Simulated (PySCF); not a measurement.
isotetrasilane (H₁₀Si₄), singlet, geometry from GFN2-xTB. Base run: DF-R2SCAN/def2-SVP (PySCF).

Here is a job for PySCF.
```python
from pyscf import gto, scf, dft

mol = gto.Mole()
mol.atom = '''
    Si   -0.01394313    2.09614472   -0.79913652
    Si    0.04558500    0.14517732    0.46898895
    Si    1.91744944   -1.16426879    0.02240857
    Si   -1.94350764   -1.05927062    0.36518505
    H     1.20137455    2.90488590   -0.67825699
    H    -0.16176468    1.78520261   -2.22362805
    H    -1.12917524    2.98053605   -0.45309522
    H     0.18280575    0.58219256    1.88074744
    H     3.18280585   -0.44523778    0.18824825
    H     1.89596136   -1.64599453   -1.36149566
    H     2.00972012   -2.35449961    0.87123596
    H    -1.95871071   -2.23300110    1.24140469
    H    -3.12199303   -0.26661890    0.72371910
    H    -2.17919530   -1.55642221   -0.99312418
'''
mol.basis = 'def2-svp'
mol.verbose = 4
mol.build()

mf = dft.RKS(mol)
mf.xc = 'r2scan'
mf = mf.density_fit(auxbasis='def2-universal-jkfit')
mf.kernel()
```

Each row names what was changed in the base input (with any setting that the change needs).

```json
[
 {"change": "base", "ΔE vs base (µEh)": "0.0", "grid points": "174800", "electrons on the grid": "66.00002"},
 {"change": "grids.level = 7", "ΔE vs base (µEh)": "-40.3", "grid points": "849448", "electrons on the grid": "66.00000"},
 {"change": "grids.level = 4", "ΔE vs base (µEh)": "-95.0", "grid points": "272752", "electrons on the grid": "66.00000"},
 {"change": "grids.atom_grid = (50, 194)", "ΔE vs base (µEh)": "-1534", "grid points": "92408", "electrons on the grid": "66.00015"},
 {"change": "grids.atom_grid = (75, 302)", "ΔE vs base (µEh)": "28.2", "grid points": "203848", "electrons on the grid": "66.00001"},
 {"change": "grids.level = 1", "ΔE vs base (µEh)": "-1538", "grid points": "50368", "electrons on the grid": "66.00014"},
 {"change": "grids.becke_scheme = stratmann", "ΔE vs base (µEh)": "4.9", "grid points": "174800", "electrons on the grid": "66.00001"},
 {"change": "grids.radi_method = delley", "ΔE vs base (µEh)": "-24.2", "grid points": "186368", "electrons on the grid": "66.00002"},
 {"change": "grids.radi_method = mura_knowles", "ΔE vs base (µEh)": "-95.4", "grid points": "165392", "electrons on the grid": "66.00002"},
 {"change": "grids.level = 5", "ΔE vs base (µEh)": "-35.3", "grid points": "409608", "electrons on the grid": "66.00000"},
 {"change": "grids.level = 2", "ΔE vs base (µEh)": "297", "grid points": "101424", "electrons on the grid": "66.00001"}
]
```
